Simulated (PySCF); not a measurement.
Vertical excitations of a molecule C4H5Cl from TDDFT-PBE/def2-SVPD in PySCF 2.14.0, as energy in eV (oscillator strength): 5.05 (0.167), 5.32 (0.000), 5.65 (0.297), 5.68 (0.001), 6.48 (0.000), 6.76 (0.001), 6.78 (0.049), 6.94 (0.021), 6.99 (0.005), 7.11 (0.005). Lowest triplet (TDA): 3.09 eV. Coordinates come from a B3LYP-D3(BJ)/def2-SVP optimisation. Other conformers were not sampled.

Problem. Pick the molecule that these values belong to.
A. C=C/C=C/Cl
B. ClC1=CCC1
C. C=CC(=C)Cl
D. C#CCCCl

Solution. C, C=CC(=C)Cl
